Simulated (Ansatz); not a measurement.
`C[CH2][Sn][F]` + CH₃OH → `C[O][Sn][F]` + `CC` at 298.15 K and 1 bar (ligand exchange at the Sn–C bond).

Computed with Ansatz on PBE0-D4/def2-TZVP structures; ΔE is electronic, products minus reactants. CCSD(T)/CBS is the MP2 limit (def2-TZVPP, def2-QZVPP) plus CCSD(T) − MP2 in def2-TZVPP, frozen cores. This one scheme is used for every species. Elements past krypton have def2 core potentials. For Sn outer-core shells are correlated without core-valence functions, which leaves a few kJ/mol of doubt a bond. One conformer a species, not always the lowest.

| species | CCSD(T)/CBS energy (Eh) | H − E (kJ/mol) | S (J/(mol·K)) |
| --- | --- | --- | --- |
| `C[CH2][Sn][F]` | -392.96747 | 190.6 | 345.7 |
| CH₃OH | -115.61712 | 146.3 | 238.2 |
| `C[O][Sn][F]` | -428.91146 | 130.6 | 332.3 |
| `CC` | -79.71954 | 207.7 | 227.7 |

H − E and S are ideal-gas, rigid-rotor, harmonic terms from PBE0-D4/def2-TZVP, for one conformer and one mirror image of each species. 1 Eh = 2625.50 kJ/mol, R = 8.31446 J/(mol·K).

By hand: ΔE, ΔH, ΔS and ΔG.

ΔE = (-428.91146) + (-79.71954) − (-392.96747) − (-115.61712) = -0.04641 Eh = -121.8 kJ/mol. Δ(H − E) = 130.6 + 207.7 − 190.6 − 146.3 = 1.4, so ΔH = -120.4 kJ/mol. ΔS = 332.3 + 227.7 − 345.7 − 238.2 = -23.9 J/(mol·K). ΔG = -120.4 − 298.15 × (-23.9)/1000 = -113.3 kJ/mol.

By hand: the equilibrium constant, and the temperature at which ΔG would vanish if ΔH and ΔS stayed fixed.

log₁₀ K = −ΔG/(RT ln 10) = 19.8. ΔG = 0 at ΔH/ΔS = 5038 K, far beyond where these terms or the molecules hold.

ΔH outweighs TΔS. A doubt of 5 kJ/mol in ΔE shifts log₁₀ K by 0.9 here. Other conformers and mirror images would add mixing entropy, several J/(mol·K) or more a flexible species. Modes under 60 cm⁻¹, often nearly free rotors, make the harmonic entropy too high. These are equilibria of isolated gas molecules and say nothing of rates. Largest T1 diagnostic: 0.017 (customary marks: 0.02 for closed shells, 0.045 for open ones).
